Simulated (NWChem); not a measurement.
**Correlation energy of bromine (Br₂)**

```xyz
2

Br     0.0000     0.0000     1.1492
Br     0.0000     0.0000    -1.1492
```
Charge 0, spin multiplicity 1.

The numbers come from NWChem runs, not from measurements. All single points use one geometry, from PBE0/def2-SVP, a minimum by its harmonic frequencies.

Basis set: def2-SVP. Each correlation energy counts from its own Hartree-Fock reference.

The Hamiltonian is non-relativistic. The correlated methods keep 18 core orbitals frozen. No row is a measurement; the coupled-cluster row has its own basis-set and correlation limits.

One of these methods gave a correlation energy of -475.4 mHa. Which?
A. SCS-MP2
B. CR-CCSD(T)
C. CCSD
D. CCSD(T)

D, CCSD(T). The others give -424.4 (SCS-MP2), -473.3 (CR-CCSD(T)), -465.2 (CCSD).
